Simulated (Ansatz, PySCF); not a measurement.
BiH₅, SMILES [BiH5]. Atoms are numbered in the order given.

```xyz
6

Bi     0.0000     0.0000     0.0000
H      0.0000     0.0000     1.8661
H      0.0000     0.0000    -1.8661
H      1.7992     0.0000     0.0000
H     -0.8996     1.5582     0.0000
H     -0.8996    -1.5582     0.0000
```
Charge 0, spin multiplicity 1.

Coordinates come from a B3LYP-D3(BJ)/def2-TZVP optimisation. The def2 effective core potentials stand for the cores of Bi; spin–orbit coupling is left out.

Two levels are set side by side: PBE-D3(BJ)/def2-TZVP (Ansatz, an electronic-structure program) and B3LYP-D3(BJ)/def2-TZVP (Ansatz). Each level has its own optimised geometry; the coordinates shown are those of the second. Frequencies come from the Hessian of PySCF at each geometry. Differences are taken from unrounded values.

```tsv
quantity	B3LYP-D3(BJ)	PBE-D3(BJ)	PBE-D3(BJ) minus B3LYP-D3(BJ)
mean bond length (Å)	1.826	1.839	0.013
bond Bi1–H2 (Å)	1.866	1.877	0.011
bond Bi1–H3 (Å)	1.866	1.877	0.011
bond Bi1–H4 (Å)	1.799	1.814	0.015
bond Bi1–H5 (Å)	1.799	1.814	0.015
bond Bi1–H6 (Å)	1.799	1.814	0.015
highest harmonic wavenumber (cm⁻¹)	1751	1686	-65
mean harmonic wavenumber (cm⁻¹)	1098	1059	-39
zero-point energy (kcal/mol)	18.83	18.16	-0.67
```

GGA bonds tend to be longer and softer than those of functionals with exact exchange. Differences between two approximate levels are no errors against the true value.
